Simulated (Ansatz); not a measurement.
Vertical ionisation energy (eV) of eight silicon and germanium compounds: PBE beside PBE0, computed with Ansatz (a program for electronic structure) for isolated molecules in the bases named; differences from unrounded values. The eight are the first of their class met in an unordered collection, after screening for sound electronic states; none was chosen by its value. Functionals give these values as differences of separate SCF runs (ΔSCF), EOM-CCSD as a root; each molecule has one DFT geometry for both levels.

| molecule | basis | PBE0 | PBE | difference |
|---|---|---|---|---|
| Si(H)(F)(vinyl)(OH) (C₂H₅FOSi), SMILES C(=C)[SiH](O)F | def2-SVPD | 10.65 | 10.46 | -0.19 |
| Si(H)(Br)(NH2)2 (BrH5N2Si), SMILES N[SiH](N)Br | def2-SVPD | 9.72 | 9.24 | -0.48 |
| C₃H₇NSi, SMILES CC1=NC[SiH2]1 | def2-TZVPD | 8.68 | 8.54 | -0.13 |
| Si(F)(OH)2(SeH) (FH3O2SeSi), SMILES O[Si](O)(F)[SeH] | def2-SVPD | 9.80 | 9.62 | -0.18 |
| GeHFBr₂, SMILES [F][GeH]([Br])[Br] | def2-SVPD | 10.99 | 10.58 | -0.41 |
| C2H5ClOSi2, SMILES O[Si@@H]1[SiH2]C=C1Cl | def2-SVPD | 9.50 | 9.13 | -0.38 |
| CH₁₁N₃Si₂, SMILES C[Si@H](N)[SiH](N)N | def2-SVPD | 8.34 | 7.91 | -0.44 |
| CH10N2Si3, SMILES [Si@]1([SiH3])(NC[SiH2]1)N | def2-SVPD | 8.04 | 7.75 | -0.29 |

PBE lies below PBE0 in 8 and above it in 0 of the eight; the mean signed difference is -0.31 and the largest -0.48 eV.
